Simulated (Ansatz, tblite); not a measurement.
Isomers of H₃Au₃⁺ (doublet), found by a short tight-binding search and relaxed with PBE0-D4/def2-TZVP in Ansatz.

In the def2 sets Au takes a core potential; there is no spin–orbit coupling. The xTB rows come from tblite. Correlated methods freeze no core orbitals; core or outer-core shells of Au are correlated, in sets that lack core-valence functions.

Other spin states were run for one of them alone.

A:

```xyz
6

Au    1.127    1.450    1.096
Au   -0.570   -0.347   -0.133
Au   -0.980   -2.699   -1.349
H    -1.638   -1.782   -0.159
H     2.404    2.065    0.386
H    -0.343    1.313    0.159
```

B:

Cartesian coordinates in Å:
```
Au -2.634 -0.195 1.966
Au -0.578 0.214 0.315
Au 1.172 -0.148 -1.784
H 0.361 1.067 -0.817
H 2.726 -0.368 -1.563
H -1.046 -0.570 1.883
```

Estimate their order by electronic energy at r2SCAN0-D4/def2-TZVP, counted from the lowest.

A (0.0) < B (0.1), in kcal/mol. Gaps under about 2 kJ/mol are ties within the noise of geometry and basis.

Do the other levels pick the same lowest one?

Not GFN1-xTB, HF/def2-SVP. Energies above each level's lowest (kcal/mol):

```json
{"level": "GFN1-xTB", "A": "0.6", "B": "0.0"}
{"level": "GFN2-xTB", "A": "0.0", "B": "0.1"}
{"level": "HF/def2-SVP", "A": "0.2", "B": "0.0"}
{"level": "PBE-D4/def2-TZVP", "A": "0.0", "B": "0.5"}
{"level": "r2SCAN-D4/def2-TZVP", "A": "0.0", "B": "0.3"}
{"level": "PBE0-D4/def2-TZVP", "A": "0.0", "B": "0.2"}
{"level": "r2SCAN0-D4/def2-TZVP", "A": "0.0", "B": "0.1"}
{"level": "BHLYP-D4/def2-TZVP", "A": "0.0", "B": "0.1"}
{"level": "MP2/def2-SVP", "A": "0.0", "B": "0.2"}
{"level": "CCSD/def2-SVP", "A": "0.0", "B": "0.0"}
{"level": "CCSD(T)/def2-SVP", "A": "0.0", "B": "0.0"}
```
Point groups (tolerance 0.1 Å): A not assigned, B not assigned. A and B have the same bonds, so they are conformers or stereoisomers. Lower isomers may exist.
